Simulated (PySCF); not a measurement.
C6H8O.
Numbering: `[CH3:1][CH:2]=[C:3]=[CH:4][C:5]([CH3:6])=[O:7]` (hydrogens: H8, H9, H10 on C1; H11 on C2; H12 on C4; H13, H14, H15 on C6)

Computed with PySCF at B3LYP/def2-SVPD, non-relativistic, on one gas-phase PBE0-D3(BJ)/def2-SVP geometry that isn't relaxed in the solvent. The solvent is an IEF-PCM continuum (cavity from Bondi-type radii × 1.2). Only the electrostatic response of the medium enters.

Gas phase at B3LYP/def2-SVPD: HOMO -6.92 eV, LUMO -1.68 eV, dipole 4.32 D.

Task: What does the continuum do to the energy, the frontier levels and the dipole at B3LYP/def2-SVPD in chloroform and dichloromethane?

Result: 
| solvent | ε | E(solvent) − E(gas) (kcal/mol) | polarisation term (kcal/mol) | distortion of the solute (kcal/mol) | HOMO (eV) | LUMO (eV) | dipole (D) |
| --- | --- | --- | --- | --- | --- | --- | --- |
| chloroform | 4.711 | -4.45 | -5.22 | 0.77 | -6.99 | -1.67 | 5.49 |
| dichloromethane | 8.93 | -5.31 | -6.42 | 1.11 | -7.00 | -1.67 | 5.73 |

Polarisation term: ½ Σ q·V over the induced surface charges. Distortion: the rise of the solute's own energy as its density leaves the gas-phase optimum. The atom shares or the degeneracy of the HOMO differ from the gas phase in chloroform and dichloromethane, so that column needn't follow one orbital. From chloroform to dichloromethane the lowering changes by a factor 1.19, Onsager's factor (ε − 1)/(2ε + 1) by 1.18 and ε itself by 1.9.

Task: Which radius a makes the point-dipole formula ΔE = −[(ε − 1)/(2ε + 1)]·μ²/a³ give the value in dichloromethane, with the gas-phase dipole?

Result: μ = 1.700 au and |ΔE| = 0.00846 Eh give a = 2.77 Å; the farthest nucleus lies 3.51 Å from the centroid of the nuclei, so such a sphere wouldn't even hold the nuclei. The formula assumes a rigid point dipole at the centre of a sphere.

Task: How does the static polarisability (B3LYP/def2-SVPD, frozen core, with the continuum's full static response) change?

Result: 
| medium | isotropic (au) | principal values (au) | ⟨r²⟩ of the electrons (bohr²) |
| --- | --- | --- | --- |
| gas | 82.9 | 57.0, 67.2, 124.5 | 1041.1 |
| chloroform | 103.7 | 69.8, 82.1, 159.1 | 1041.3 |
| dichloromethane | 108.5 | 73.3, 85.7, 166.5 | 1041.4 |

The isotropic value in dichloromethane is 1.31 times the gas-phase one; no cavity-field correction is applied. ⟨r²⟩ is taken about the centre of nuclear charge.

The run took about 70 s of CPU time (one thread, shared machine). This is the whole response run at B3LYP/def2-SVPD in dichloromethane, SCF included.

Shape of the structure used: `[CH3:1][CH:2]=[C:3]=[CH:4][C:5]([CH3:6])=[O:7]`: C3–C4–C5–C6 1°.
